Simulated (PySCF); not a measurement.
CH₄Cl₂Ge.

```xyz
8

Ge     0.3708    -0.2862     0.0000
C     -0.5507    -1.9816     0.0000
Cl    -0.2434     0.8320     1.7401
Cl    -0.2434     0.8320    -1.7401
H      1.9027    -0.3313     0.0000
H     -0.2777    -2.5536     0.8982
H     -0.2777    -2.5536    -0.8982
H     -1.6345    -1.8021     0.0000
```
Charge 0, spin multiplicity 1.

Geometry optimised at PBE0-D3(BJ)/def2-SVP.

Calculation: PBE/pcSseg-1 (PySCF). Non-relativistic, no solvent.

Computed absolute GIAO shielding of each atom: isotropic value and principal components (ppm):
| atom | σ(iso) | σ11 | σ22 | σ33 | span |
|---|---|---|---|---|---|
| Ge1 | 1128.0 | 1012.0 | 1173.2 | 1198.9 | 186.9 |
| C2 | 167.3 | 152.2 | 162.2 | 187.6 | 35.4 |
| Cl3 | 839.0 | 685.4 | 852.8 | 978.9 | 293.5 |
| Cl4 | 839.0 | 685.4 | 852.8 | 978.9 | 293.5 |
| H5 | 24.6 | 17.9 | 19.5 | 36.5 | 18.6 |
| H6 | 30.3 | 25.4 | 27.4 | 37.9 | 12.5 |
| H7 | 30.3 | 25.4 | 27.4 | 37.9 | 12.5 |
| H8 | 30.0 | 25.9 | 27.9 | 36.1 | 10.1 |
